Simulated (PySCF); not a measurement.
AlBCl2, CH3Al2Cl, CH3Al2B (calculated)

Calculation on a computer-drawn molecule: the log of a Hartree-Fock and frozen-core CCSD(T) single point meant for a local Hartree-Fock minimum, with one planted fault or none, to be diagnosed. Offsets are logged minus clean, where the clean run is the same molecule without the fault. The reference is restricted for singlets and unrestricted otherwise, and also for a bond in bohr or an excited solution. Adding or removing an electron swaps singlet and doublet. The excited solution moves the top pair (singlet) or top alpha electron (doublet) to the lowest empty orbital. Highest occupied and lowest empty are orbital energies over both spins, largest force is the largest gradient component, triples share is (T) over the correlation energy, the T1 limit is 0.02 restricted and 0.045 unrestricted, electrons count all cores, a negative frequency is imaginary (commonest isotopes), and the dipole is about the centre of nuclear charge. Program: PySCF 2.14.0.

Common to all runs: meant charge 0; meant multiplicity 1; meant basis cc-pV(D+d)Z; logged SCF converged yes; logged CC converged yes; logged SCF stable within its kind yes; possible faults no fault, one electron removed, one electron added, multiplicity raised by two, geometry at a saddle point, SCF held on an excited solution, minimal basis STO-3G, one bond length entered in bohr, all coordinates scaled.

(1) 
```xyz
4
formula=AlBCl2 logged_electrons=53 logged_basis_functions=83 logged_spin_squared=0.9291 logged_highest_occupied=-0.85965 logged_lowest_empty=5.7635 logged_largest_force=0.039316 logged_T1_diagnostic=0.041944 logged_D1_diagnostic=0.17783 logged_triples_share=0.03076 logged_dipole_magnitude=6.2028 logged_energy_HF=-1185.66801 logged_energy_CCSD(T)=-1186.13118 planted_fault=one_electron_added HF_energy_offset_from_clean_run=-8.75 CCSD(T)_energy_offset_from_clean_run=-14.69
Al    -0.6696    -2.8159     3.0077
B     -1.1788    -1.1319     1.5914
Cl    -0.4618     0.4895     1.7534
Cl    -2.3222    -1.3427     0.2432
```

Units: logged_highest_occupied, logged_lowest_empty in eV; logged_largest_force in hartree/bohr; logged_dipole_magnitude in debye; logged_energy_HF, logged_energy_CCSD(T) in hartree; HF_energy_offset_from_clean_run, CCSD(T)_energy_offset_from_clean_run in kcal/mol.

Drawn bonds:
```
atom  other atom  order
   1           2      1
   2           3      1
   2           4      1
```

(2) 
```xyz
7
formula=CH3Al2Cl logged_electrons=51 logged_basis_functions=98 logged_spin_squared=0.7833 logged_highest_occupied=-15.337 logged_lowest_empty=-6.1577 logged_largest_force=0.029673 logged_T1_diagnostic=0.016714 logged_D1_diagnostic=0.052238 logged_triples_share=0.028723 logged_dipole_magnitude=11.666 logged_energy_HF=-982.76425 logged_energy_CCSD(T)=-983.18178 planted_fault=one_electron_removed HF_energy_offset_from_clean_run=160.7 CCSD(T)_energy_offset_from_clean_run=180.9
Al    -1.4723     0.4303    -0.3899
C      0.2573     0.3405     0.6180
Al     1.9171     1.0609    -0.0438
Cl     2.2360     3.1614     0.0969
H      0.0137     0.8601     1.5623
H      0.4013    -0.7282     0.8535
H      3.0535     0.2435    -0.7584
```

Units: logged_highest_occupied, logged_lowest_empty in eV; logged_largest_force in hartree/bohr; logged_dipole_magnitude in debye; logged_energy_HF, logged_energy_CCSD(T) in hartree; HF_energy_offset_from_clean_run, CCSD(T)_energy_offset_from_clean_run in kcal/mol.

Drawn bonds:
```
atom  other atom  order
   1           2      1
   2           3      1
   3           4      1
   2           5      1
   2           6      1
   3           7      1
```

(3) 
```xyz
7
formula=CH3Al2B logged_electrons=39 logged_basis_functions=89 logged_spin_squared=0.7798 logged_highest_occupied=-14.205 logged_lowest_empty=-5.9072 logged_largest_force=0.033195 logged_T1_diagnostic=0.021487 logged_D1_diagnostic=0.054556 logged_triples_share=0.040439 logged_dipole_magnitude=7.0484 logged_energy_HF=-547.81558 logged_energy_CCSD(T)=-548.15669
Al    -0.9597     1.8723     1.7069
C     -0.7037     0.8811     3.4190
B      0.1749    -0.1778     3.3527
Al     1.5533    -1.7395     2.9930
H     -1.2861     1.2720     4.2500
H      1.9661    -2.7147     4.1631
H      2.1599    -1.9147     1.5447
```

Units: logged_highest_occupied, logged_lowest_empty in eV; logged_largest_force in hartree/bohr; logged_dipole_magnitude in debye; logged_energy_HF, logged_energy_CCSD(T) in hartree.

Drawn bonds:
```
atom  other atom  order
   1           2      1
   2           3      2
   3           4      1
   2           5      1
   4           6      1
   4           7      1
```

To be estimated
1. Which fault was planted in the run of CH3Al2B (entry 3)?

Calculated values
1. one electron removed

Further results for CH3Al2B (entry 3):

```
HF energy offset from clean run      : 155.5 kcal/mol
CCSD(T) energy offset from clean run : 179.5 kcal/mol
```
